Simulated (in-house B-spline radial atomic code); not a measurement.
# Binding energies in Er LXII (Er61+)

NIST's tabulated ground configuration is [He] 2s2 2p3; each binding energy is the energy of the ion with one electron taken from that subshell, relaxed, less that of the parent. Level of theory: Dirac-Hartree-Fock, average of configuration, Fermi nucleus of rms radius 5.2516 fm; calculated with a radial B-spline atomic code at the basis-set limit. Energies include first-order Breit, QED and recoil terms.

```tsv
subshell	X-ray name	binding energy (eV)	-ε (eV)	relaxation (eV)
1s	K	63662.7	63919.2	14.2
2s	L1	15115.8	15147.6	1.4
2p	L2,3	14189.3	14210.6	1.8
```

Relaxation = -ε minus the binding energy without Breit, QED and recoil terms.

(1) What does it cost to remove both a 1s and a 2p electron?

(2) What does it cost to remove two 2s electrons?

(3) What does it cost to remove two 1s electrons?

Results:

(1) 78299 eV, which is 447.5 eV more than the two single binding energies together.

(2) 30528 eV, which is 296.6 eV more than the two single binding energies together.

(3) 128690 eV, which is 1365 eV more than the two single binding energies together.
